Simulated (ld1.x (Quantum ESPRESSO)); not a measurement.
copper (Cu): variants of one TM potential

Base potential:

ld1.x (Quantum ESPRESSO) 7.5 input, shortened:

```
&input
   title='Cu', zed=29., rel=1, dft='PBE', iswitch=3,
   config='[Ar] 3d10 4s1 4p0'
 /
 &inputp
   pseudotype=2, tm=.true., lloc=-1, rcloc=1.50,
   nlcc=.true., rcore=0.65
 /
3
4S  1  0   1.00   0.00  1.75  1.75  0.0
3P  2  1   6.00   0.00  1.00  1.00  0.0
3D  3  2  10.00   0.00  1.10  1.10  0.0
 &test
   configts(1)='3p6 3d10 4s1 4p0'
 /
```

Cutoffs, loose and tight: the cutoffs (Ry, on a coarse ladder) from which the occupation-weighted sum of valence levels, in a spherical-Bessel basis at the reference potential, stays within 10 and 1 mRy of its value at 400 Ry. They do not see the model core or the augmentation charge, which bear on the density cutoff. Test errors are all-electron minus pseudo excitation energies from the reference, over the configurations 3p6 3d10 4s0 4p0; 3p6 3d9 4s0 4p0; 3p6 3d8 4s0 4p0; 3p5 3d10 4s1 4p0; 3p6 3d9 4s2 4p0; 3p6 3d10 4s0.5 4p0; 3p6 3d9 4s1 4p0. A dash means not determined; rows that change the core or the reference have their own tests. The largest error is taken over the tests solved by every variant that gives reliable tests at all: 3p6 3d10 4s0 4p0; 3p6 3d10 4s0.5 4p0; 3p6 3d8 4s0 4p0; 3p6 3d9 4s0 4p0.

A true bound ghost makes a file unfit for plane-wave use even where its test errors are small: the radial tests pick states by their node count and pass the ghost by. Where a test does run into it, the solver fails or the error is huge.

| change | outcome | cutoff, loose | cutoff, tight | bound ghosts | largest test error (meV) |
| --- | --- | --- | --- | --- | --- |
| base | generated | 200 Ry | over 300 Ry | none | -115 |
| all radii but the core radius scaled by about 0.74 (s 1.30, p 0.74, d 0.82 bohr); local potential all-electron potential smoothed inside 1.10 bohr (lloc = -1) | generated | 300 Ry | over 300 Ry | s | -81 |
| all radii but the core radius scaled by about 0.87 (s 1.52, p 0.88, d 0.96 bohr); local potential all-electron potential smoothed inside 1.32 bohr (lloc = -1) | generated | 230 Ry | over 300 Ry | s | -92 |
| all radii but the core radius scaled by about 0.92 (s 1.62, p 0.92, d 1.02 bohr); local potential all-electron potential smoothed inside 1.38 bohr (lloc = -1) | generated | 230 Ry | over 300 Ry | s | -94 |
| all radii but the core radius scaled by about 1.13 (s 1.98, p 1.14, d 1.24 bohr); local potential all-electron potential smoothed inside 1.70 bohr (lloc = -1) | generated | 160 Ry | 300 Ry | none | -179 |
| all radii but the core radius scaled by about 1.19 (s 2.08, p 1.20, d 1.32 bohr); local potential all-electron potential smoothed inside 1.78 bohr (lloc = -1) | generated | 160 Ry | 260 Ry | none | -213 |
| all radii but the core radius scaled by about 1.27 (s 2.22, p 1.28, d 1.40 bohr); local potential all-electron potential smoothed inside 1.90 bohr (lloc = -1) | generated | 140 Ry | 260 Ry | none | -264 |
| all radii but the core radius scaled by about 1.38 (s 2.42, p 1.38, d 1.52 bohr); local potential all-electron potential smoothed inside 2.06 bohr (lloc = -1) | generated | 140 Ry | 230 Ry | none | -372 |

What comes out with this change to the base: all radii but the core radius scaled by about 1.03 (s 1.80, p 1.04, d 1.14 bohr); local potential all-electron potential smoothed inside 1.54 bohr (lloc = -1)?

outcome: generated; cutoff, loose: 180 Ry; cutoff, tight: over 300 Ry; bound ghosts: none; largest test error (meV): -124.

Reading the sweep of the scale of all radii but the core radius (base = 1) (base included, trends over the rows without a ghost): The loose cutoff falls from 200 Ry at 1 to 140 Ry at 1.38. A larger radius leaves more room for a smooth pseudo-wave, so fewer plane waves are needed; a smaller one forces it to follow the all-electron wave where it bends sharply. The median size of the test errors (rows with all tests solved) rises from 12.5 meV at 1 to 48.3 meV at 1.38. More of the atom is replaced by a form fitted at one configuration, so other configurations suffer as the radius grows. Bound ghosts are found at 0.74, 0.87, 0.92.
